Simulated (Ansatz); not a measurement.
Reactions of `CSBS`.

Gas-phase electronic energies from Ansatz, PBE0-D4/def2-TZVP geometries. CCSD(T)/CBS adds triple-zeta CCSD(T) − MP2 to the extrapolated MP2 energy (def2 sets, frozen cores). This one scheme is used for every species. DFT in def2-TZVPP. def2 core potentials past Kr. For Sn outer-core shells are correlated without core-valence functions, which leaves a few kJ/mol of doubt a bond. Each species was taken in one conformer, which may not be the lowest.

```csv
reaction,PBE-D4 (kcal/mol),PBE0-D4 (kcal/mol),MP2/CBS(def2) (kcal/mol),ωB97X-V (kcal/mol)
`CSBS` + `CC` → `CCBS` + CH₃SH,21.2,20.6,21.0,19.3
`CSBS` + `FC[SiH3]` → `FC[SiH2]BS` + CH₃SH,21.7,21.8,24.3,21.8
`CSBS` + `NC#CO` → `COC#CN` + `SBS`,8.5,8.6,9.5,7.2
`CSBS` + HCl → `SBCl` + CH₃SH,0.7,0.2,0.1,-1.0
`CSBS` + `N[SiH](O)F` → `O[SiH](F)NBS` + CH₃SH,-4.3,-5.3,-4.9,-6.6
`CSBS` + `C[O][Sn]([OH])([O]C)[O]C` → `C[O][Sn]([O]C)([O]C)[O]C` + `SBS`,12.8,13.0,14.7,11.9
```

Problem. Give the CCSD(T)/CBS values in the same order. (An estimate is asked.)

Solution. The calculation gave: 19.7, 22.0, 8.3, -0.2, -6.0, 13.0 kcal/mol.

Largest T1 diagnostic: 0.014, for `SBS`.
